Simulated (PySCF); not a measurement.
Species: C₅H₈P₂Si.
Atom-mapped SMILES: `[CH3:1][c:2]1[cH:3][cH:4][p:5][c:6]([SiH3:7])[p:8]1`

Probes without a nucleus sit at each ring's centroid and 1 Å off its mean plane on both sides; NICS is minus the shielding there, NICSzz its component along the normal. Level: GIAO PBE0/pcSseg-1 (PySCF, non-relativistic, gas phase) on the GFN2-xTB geometry, one conformer.

Ring bond lengths (Å), with Mayer bond orders in brackets: C2–C3 1.385 (1.38), C3–C4 1.380 (1.48), C4–P5 1.734 (1.31), P5–C6 1.739 (1.29), C6–P8 1.737 (1.29), P8–C2 1.749 (1.29).

What do the NICS probes read (ppm)?

```json
{"ring": "C2–C3–C4–P5–C6–P8", "type": "6-membered ring with 2 P; formal bonds all aromatic", "NICS(0)": "-6.0", "NICS(1), two faces": "-9.6 / -9.8", "NICS(1)zz, two faces": "-23.7 / -23.9", "rms pucker (Å)": "0.00", "centre to ring atoms, mean (Å)": "1.61"}
```

What can be read from them?

- C2–C3–C4–P5–C6–P8: mean NICS(1)zz -23.8 ppm, shielded.

And the bond-length index? HOMA = 1 − mean of α(R − Ropt)² over the ring bonds, with Krygowski's 1993 parameters (CC: Ropt 1.388 Å, α 257.7 Å⁻²; CP: Ropt 1.698 Å, α 118.91 Å⁻²).

- C2–C3–C4–P5–C6–P8: HOMA 0.86; the largest term is that of P8–C2, α(R − Ropt)² = 0.31.

At the second NICS(1) probe listed for ring C2–C3–C4–P5–C6–P8, 1 Å off the ring, what do the in-plane components average?

The isotropic value is a third of the trace: (3 × -9.8 − (-23.9))/2 = -2.8 ppm.

What are the shieldings of the ring atoms and their hydrogens in the same run (means over atoms taken as equivalent)?

```tsv
atoms	environment	σ isotropic (ppm)
C2	substituted aromatic carbon	9.4
C3	aromatic CH carbon	49.2
C4	aromatic CH carbon	24.6
P5	phosphorus bonded to 2 C	35.1
C6	substituted aromatic carbon	-19.1
P8	phosphorus bonded to 2 C	23.3
H on C3	aromatic hydrogen	23.39
H on C4	aromatic hydrogen	22.25
```
